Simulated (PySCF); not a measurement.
A PySCF run on GeCl⁻

State: ³Σ⁻ (triplet), unpaired electrons π ↑↑.

An equivalent input (the run itself took its basis sets from the Basis Set Exchange, started from a PBE0 density and held the occupation σ 9α 9β, πx 5α 4β, πy 5α 4β, δx 1α 1β, δy 1α 1β):

```python
from pyscf import gto, scf
mol = gto.M(atom='Ge 0 0 0; Cl 0 0 2.39', basis={'Ge': 'aug-cc-pVDZ-PP', 'Cl': 'aug-cc-pV(D+d)Z'}, ecp={'Ge': 'cc-pVDZ-PP'},
            charge=-1, spin=2, verbose=4, symmetry='C2v')
mf = scf.UHF(mol)
mf.irrep_nelec = {'A1': (10, 10), 'A2': (1, 1), 'B1': (5, 4), 'B2': (5, 4)}
mf.conv_tol = 1e-9
mf.max_cycle = 60
mf.diis_space = 10
mf.kernel()
```

The log (some set-up lines and the per-cycle HOMO/LUMO lines removed):

```
******** <class 'pyscf.scf.uhf_symm.SymAdaptedUHF'> ********
method = SymAdaptedUHF
damping factor = 0
level_shift factor = 0
DIIS = <class 'pyscf.scf.diis.CDIIS'>
diis_start_cycle = 1
diis_space = 10
diis_damp = 0
SCF conv_tol = 1e-09
SCF conv_tol_grad = None
SCF max_cycles = 60
number electrons alpha = 21  beta = 19
Set gradient conv threshold to 3.16228e-05
init E= -752.940119210818
cycle= 1 E= -752.951483915839  delta_E= -0.0114  |g|= 0.024  |ddm|= 0.316
cycle= 2 E= -752.952233203642  delta_E= -0.000749  |g|= 0.00885  |ddm|= 0.082
cycle= 3 E= -752.952395661034  delta_E= -0.000162  |g|= 0.00411  |ddm|= 0.0335
cycle= 4 E= -752.952446045082  delta_E= -5.04e-05  |g|= 0.00212  |ddm|= 0.0201
cycle= 5 E= -752.952466301306  delta_E= -2.03e-05  |g|= 0.000976  |ddm|= 0.0152
cycle= 6 E= -752.952470464469  delta_E= -4.16e-06  |g|= 0.000441  |ddm|= 0.00698
cycle= 7 E= -752.952471343472  delta_E= -8.79e-07  |g|= 0.000187  |ddm|= 0.00344
cycle= 8 E= -752.952471497986  delta_E= -1.55e-07  |g|= 5.63e-05  |ddm|= 0.00164
cycle= 9 E= -752.95247150809  delta_E= -1.01e-08  |g|= 1.83e-05  |ddm|= 0.000407
cycle= 10 E= -752.952471508842  delta_E= -7.52e-10  |g|= 6.83e-06  |ddm|= 9.83e-05
Extra cycle  E= -752.952471508927  delta_E= -8.53e-11  |g|= 3.87e-06  |ddm|= 2.27e-05
converged SCF energy = -752.952471508927  <S^2> = 2.0176654  2S+1 = 3.0117539
```

Repeating this along the bond gives Re = 2.450 Å and ωe = 236 cm⁻¹.

A point of this curve took 0.42 CPU seconds beside 0.64 for the integrals (shared host).

Spin–orbit coupling is left out. The state is the lowest determinant that a PBE0 search found; another state may lie lower at other levels.
